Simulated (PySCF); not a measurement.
## Magnetisability: SMILES CCc1cccc2c1C2, C9H10

Molfile (atoms numbered from 1):
```
C9H10
     RDKit          3D

 19 20  0  0  0  0  0  0  0  0999 V2000
    2.4613    0.8350   -0.3260 C   0  0  0  0  0  0  0  0  0  0  0  0
    1.6651    0.2417    0.8378 C   0  0  0  0  0  0  0  0  0  0  0  0
    0.3020   -0.1865    0.3803 C   0  0  0  0  0  0  0  0  0  0  0  0
    0.0267   -1.5051   -0.0521 C   0  0  0  0  0  0  0  0  0  0  0  0
   -1.2109   -1.9123   -0.5123 C   0  0  0  0  0  0  0  0  0  0  0  0
   -2.3185   -1.0435   -0.5969 C   0  0  0  0  0  0  0  0  0  0  0  0
   -2.0268    0.2123   -0.1790 C   0  0  0  0  0  0  0  0  0  0  0  0
   -0.7915    0.6148    0.2794 C   0  0  0  0  0  0  0  0  0  0  0  0
   -1.8806    1.6304    0.2497 C   0  0  0  0  0  0  0  0  0  0  0  0
    1.9439    1.7004   -0.7341 H   0  0  0  0  0  0  0  0  0  0  0  0
    3.4490    1.1458    0.0069 H   0  0  0  0  0  0  0  0  0  0  0  0
    2.5770    0.1002   -1.1199 H   0  0  0  0  0  0  0  0  0  0  0  0
    1.5671    0.9915    1.6257 H   0  0  0  0  0  0  0  0  0  0  0  0
    2.2023   -0.6173    1.2448 H   0  0  0  0  0  0  0  0  0  0  0  0
    0.8280   -2.2298   -0.0136 H   0  0  0  0  0  0  0  0  0  0  0  0
   -1.3380   -2.9406   -0.8191 H   0  0  0  0  0  0  0  0  0  0  0  0
   -3.2779   -1.3817   -0.9586 H   0  0  0  0  0  0  0  0  0  0  0  0
   -2.3329    1.9446    1.1845 H   0  0  0  0  0  0  0  0  0  0  0  0
   -1.8549    2.4094   -0.5050 H   0  0  0  0  0  0  0  0  0  0  0  0
  1  2  1  0
  2  3  1  0
  3  4  2  0
  4  5  1  0
  5  6  2  0
  6  7  1  0
  7  8  2  0
  8  9  1  0
  8  3  1  0
  9  7  1  0
  1 10  1  0
  1 11  1  0
  1 12  1  0
  2 13  1  0
  2 14  1  0
  4 15  1  0
  5 16  1  0
  6 17  1  0
  9 18  1  0
  9 19  1  0
M  END
```

Computed, not measured: GIAO KT3/def2-SVP magnetisability, rotational g tensor and spin-rotation constants, non-relativistic, gas phase in PySCF 2.14.0. Geometry: GFN2-xTB.

(1) How diamagnetic is it, and how anisotropic?

(2) Split it along the inertial axes a, b, c into diamagnetic and paramagnetic parts about the centre of mass, with the quadrupole moment.

(3) And the rotational g tensor?

Answers

(1) Isotropic -1405 × 10⁻³⁰ J/T², or -84.6 × 10⁻⁶ cm³/mol; principal values -2140, -1061, -1013 × 10⁻³⁰ J/T², anisotropy 1104 × 10⁻³⁰ J/T² (root of half the summed squared differences of the principal values). The susceptibility is in cgs units.

(2) 
| axis | χ (10⁻⁶ cm³/mol) | diamagnetic (10⁻⁶ cm³/mol) | paramagnetic (10⁻⁶ cm³/mol) | summed x² of all electrons (Å²) | quadrupole Θ (D Å) |
| --- | --- | --- | --- | --- | --- |
| a | -66.9 | -550.2 | 483.4 | 208.7 | +1.65 |
| b | -61.1 | -999.0 | 937.9 | 103.0 | +3.25 |
| c | -125.8 | -1322.5 | 1196.7 | 26.7 | -4.90 |

Anisotropies 2χaa − χbb − χcc = +53.1 and 2χbb − χaa − χcc = +70.5 × 10⁻⁶ cm³/mol. Θ is traceless in Buckingham's convention.

(3) 
| axis | rotational constant (GHz) | g | nuclear part | electronic part |
| --- | --- | --- | --- | --- |
| a | 2.8495 | -0.0353 | 0.6117 | -0.6471 |
| b | 1.3994 | -0.0218 | 0.5948 | -0.6166 |
| c | 1.0220 | +0.0175 | 0.5920 | -0.5746 |

Asymmetric top; isotopes 12C, 1H; no vibrational averaging.
